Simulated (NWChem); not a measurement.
GaH$_{3}$O; SMILES [GaH2][OH]

Results from NWChem. Coordinates come from a PBE-D3(BJ)/def2-SVP optimisation. Level: PBE0/def2-SVPD; rows give the wavelength of the field.

| field | isotropic polarisability (bohr³) | anisotropy (bohr³) |
|---|---|---|
| static | [?] | 10.2 |
| 1065 nm | 35.7 | 10.4 |
| 589 nm | 36.7 | 10.8 |

Some entries are withheld; supply them.


- static, isotropic polarisability (bohr³): 35.3
